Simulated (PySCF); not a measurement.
Excited states between 380 and 750 nm. Vertical TDDFT excitations of isolated species (PySCF; the level stands beside each; core orbitals frozen in the response), one conformer each, no solvent.

1. `COC(=O)P=C=O`
2. `O=Cc1ccccn1`
3. `CCS[Si@H](F)[SiH3]`
4. `O=NC1=CC=CC=C1`
5. `C#CCC(=O)CC#N`
6. `C#CC1=COC=CC1=S`

Q: For which of them does the calculation put a singlet between 380 and 750 nm?

A: 1 and 6.

1. (B3LYP/def2-SVPD on a GFN2-xTB geometry) 411 nm (f 0.001); 297 nm (f 0.001); 250 nm (f 0.000); 227 nm (f 0.244); 215 nm (f 0.000). S1 lies in the visible range (380 to 750 nm), at 411 nm, f = 0.0010; light of that wavelength is violet, and its complementary colour is yellow-green; a Tamm–Dancoff triplet lies at 465 nm, without intensity as long as spin–orbit coupling is left out.
2. (B3LYP/def2-SVPD on a GFN2-xTB geometry) 359 nm (f 0.000); 297 nm (f 0.001); 254 nm (f 0.002); 247 nm (f 0.124); 231 nm (f 0.001). No computed singlet lies in the visible range (380 to 750 nm); the lowest, at 359 nm, stands 0.19 eV above its violet end (3.26 eV); a Tamm–Dancoff triplet lies at 417 nm, without intensity as long as spin–orbit coupling is left out.
3. (CAM-B3LYP/def2-SVPD on a GFN2-xTB geometry) 253 nm (f 0.005); 214 nm (f 0.006); 192 nm (f 0.053); 185 nm (f 0.037); 180 nm (f 0.027).
4. (CAM-B3LYP/def2-SVPD on a GFN2-xTB geometry) 885 nm (f 0.000); 277 nm (f 0.028); 259 nm (f 0.301); 227 nm (f 0.000); 211 nm (f 0.000). No computed singlet lies between 380 and 750 nm, and the lowest lies beyond, at 885 nm; a Tamm–Dancoff triplet lies at 420 nm, without intensity as long as spin–orbit coupling is left out.
5. (PBE0/def2-SVPD on a GFN2-xTB geometry) 282 nm (f 0.001); 214 nm (f 0.004); 202 nm (f 0.004); 189 nm (f 0.001); 180 nm (f 0.001).
6. (PBE0/def2-SVPD on a GFN2-xTB geometry) 532 nm (f 0.000); 365 nm (f 0.000); 307 nm (f 0.024); 298 nm (f 0.252); 255 nm (f 0.040). S1 lies in the visible range (380 to 750 nm), at 532 nm, dark in the vertical dipole picture (f under 0.0005); light of that wavelength is green, and its complementary colour is purple; a Tamm–Dancoff triplet lies at 635 nm, without intensity as long as spin–orbit coupling is left out.
